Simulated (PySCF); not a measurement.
## Spinor energies of V (vanadium, neutral)

Start: [Ar] 3d4 4s1; 3d5/2 filled at m_j = -1/2, +1/2, +3/2, +5/2; 4s1/2 filled at m_j = +1/2. Calculated with PySCF 2.14 in x2c-TZVPall-2c (6s7p4d1f, 54 functions): generalised Hartree-Fock with the X2C-1e Hamiltonian and a Gaussian nucleus; one run each with spin-orbit coupling (SO) switched off, then screened by Boettger's factors. This is a chosen level, not necessarily the ground level.

```csv
spinor shell,electrons,"ε, spin-free (eV)","ε, screened SO (eV)",weight of nominal j (screened SO),"rms radius, screened SO (bohr)"
1s1/2,2,-5515.6,-5515.6,1.000,0.0768
2s1/2,2,-651.97,-651.97,1.000,0.332
2p1/2,2,-540.61,-545.49,0.990,0.301
2p3/2,4,-540.61,-538.22,0.995,0.304
3s1/2,2,-82.702,-82.707,1.000,1.03
3p3/2,4,-50.438,-50.674,0.833,1.13
3p1/2,2,-50.438,-49.994,0.665,1.12
3d5/2,4,-8.598,-8.595,0.695,1.78
4s1/2,1,-5.947,-5.948,1.000,4.05
```

```csv
quantity,spin-free,screened SO
E (hartree),-948.11217,-948.12022
M_J,9/2,9/2
⟨J²⟩,24.758,24.758
⟨L²⟩,6.008,6.009
⟨S²⟩,8.750,8.750
```

Each row is a mean over spinors that exchange with the open shell spreads, by up to 10.351 eV (3p3/2).

Rows whose weight is well below 1 are mixtures of j = l ± 1/2: exchange outweighs spin-orbit coupling there, and the label is only the starting occupation.

Without spin-orbit coupling the j labels of p, d and f shells carry no meaning; the spin-free column gives the mean over the occupied spinors of each nl shell.
